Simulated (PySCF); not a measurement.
Br (bromine, neutral): UHF calculation

Configuration: [Ar] 3d10 4s2 4p5, 2P determinant. Computed with PySCF 2.14 in cc-pVDZ-DK (5s4p2d, 27 functions), with the spin-free X2C one-electron Hamiltonian (Gaussian nucleus).

| Item | Value |
| --- | --- |
| Total energy | -2604.298414 hartree |
| One-electron energy | -3622.5773 hartree |
| Hartree (Coulomb) energy | 1109.4648 hartree |
| Exchange energy | -91.1859 hartree |
| ⟨S²⟩ | 0.7553 |
| ⟨L²⟩ | 2.017 |
| Sum of ⟨r⟩ | 25.67 bohr |
| Sum of ⟨r²⟩ | 39.60 bohr² |
| Traceless quadrupole moment −½Σ⟨3z² − r²⟩ along its main axis | 2.14 e·bohr² |
| Langevin diamagnetic susceptibility | -31.4 ×10⁻⁶ cm³/mol |
| Time after the integrals | 0.08 s of wall time on 1 thread of Neoverse-V1 (shared host) |

| shell | electrons | mean orbital energy (eV) | spread (eV) | rms radius, mean of both spins (bohr) |
| --- | --- | --- | --- | --- |
| 1s α | 1 | -13556.2 | 0 | 0.0492 |
| 1s β | 1 | -13556.1 | 0 | 0.0492 |
| 2s α | 1 | -1825.8 | 0 | 0.205 |
| 2s β | 1 | -1825.7 | 0 | 0.205 |
| 2p α | 3 | -1605.5 | 0.204 | 0.183 |
| 2p β | 3 | -1605.4 | 0.087 | 0.183 |
| 3s α | 1 | -277.52 | 0 | 0.588 |
| 3s β | 1 | -277.29 | 0 | 0.588 |
| 3p α | 3 | -205.53 | 0.672 | 0.607 |
| 3p β | 3 | -205.22 | 0.036 | 0.607 |
| 3d α | 5 | -85.765 | 0.650 | 0.652 |
| 3d β | 5 | -85.596 | 0.372 | 0.652 |
| 4s α | 1 | -29.177 | 0 | 1.83 |
| 4s β | 1 | -26.284 | 0 | 1.83 |
| 4p α | 3 | -12.831 | 1.800 | 2.26 |
| 4p β | 2 | -11.622 | 0 | 2.26 |

Densities and radii are taken from the X2C orbitals without a picture-change correction, which distorts them close to the nucleus.
